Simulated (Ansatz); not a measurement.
Cl3Fe (SMILES [Cl][Fe]([Cl])[Cl]), sextet, at a GFN2-xTB geometry (such geometries of metal compounds can be far from the true shape); HF/def2-SVP (Ansatz, an electronic-structure program).

Ansatz was given this input:
Ansatz 0.2 input:
```yaml
crystal:
  periodic: [false, false, false]
  atoms:
    - {symbol: Fe, position_ang: [-0.09061902, -0.36016981, -0.20402693]}
    - {symbol: Cl, position_ang: [1.97242024, -0.04348847, -0.35061360]}
    - {symbol: Cl, position_ang: [-0.67696321, -0.59021958, 1.79126336]}
    - {symbol: Cl, position_ang: [-1.15686324, 1.18455599, -1.12860857]}
basis:
  gaussian:
    orbitals: def2-SVP
hamiltonian:
  xc: hf
magnetization: {spin_polarized: true, initial_magnetization: 5}
```

**Question.** What does Ansatz print? Leave out banner, timings and long lists.

**Answer.** 
```
Functional definition: HF
821 factors; integrals over basis functions are off by at most 9.7e-4 eV
mean field evaluation 1: about -71845.7302 eV, gradient 1.9e1 eV
mean field evaluation 2: about -71846.0125 eV, gradient 1.9e1 eV
mean field evaluation 4: about -71849.9753 eV, gradient 5.3e0 eV
mean field evaluation 8: about -71850.1802 eV, gradient 2.2e-1 eV
mean field evaluation 16: about -71842.7168 eV, gradient 3.4e1 eV
mean field evaluation 32: about -71846.8283 eV, gradient 3.8e0 eV
mean field evaluation 64: about -71844.4921 eV, gradient 2.7e1 eV
mean field evaluation 96: about -71846.7593 eV, gradient 1.6e0 eV
mean field evaluation 128: about -71845.9392 eV, gradient 5.2e0 eV
mean field evaluation 160: about -71839.9914 eV, gradient 3.2e1 eV
mean field -71850.18124897 eV, -2640.4454590976 hartree, gradient 2.9e-5 eV, S^2 8.769179; 2 other end points of the search recorded, 0 dependent functions left out
reference -71850.18124897 eV, -2640.4454590976 hartree; 41, 36 occupied and 44, 49 virtual orbitals, 821 factors
Total energy: -71850.18124897 eV, -2640.4454590976 hartree
```
